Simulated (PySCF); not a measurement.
Cl2GeH4Si.

```xyz
8

Si     0.5949     0.5816     0.0000
Cl     1.4896    -0.2141     1.6802
Cl     1.4896    -0.2141    -1.6802
Ge    -1.6676    -0.0701     0.0000
H      0.8463     2.0427     0.0000
H     -2.3704     0.4690    -1.2538
H     -2.3704     0.4690     1.2538
H     -1.7178    -1.6026     0.0000
```
Charge 0, spin multiplicity 1.

Geometry: ωB97X-D3(BJ)/def2-SVP. The structure was generated by enumeration, and PubChem lists no compound with its InChIKey, so it may never have been made.

All values below come from PySCF with PBE/pcSseg-1. Non-relativistic, no solvent.

Computed absolute GIAO shielding of each atom: isotropic value and principal components (ppm):
```csv
atom,σ(iso),σ11,σ22,σ33,span
Si1,297.2,252.5,314.4,324.8,72.3
Cl2,846.6,680.2,886.4,973.3,293.1
Cl3,846.6,680.2,886.4,973.3,293.1
Ge4,1600.4,1581.5,1591.4,1628.3,46.8
H5,24.7,21.5,22.4,30.1,8.6
H6,27.5,21.2,22.6,38.7,17.5
H7,27.5,21.2,22.6,38.7,17.5
H8,27.5,21.6,23.2,37.7,16.1
```
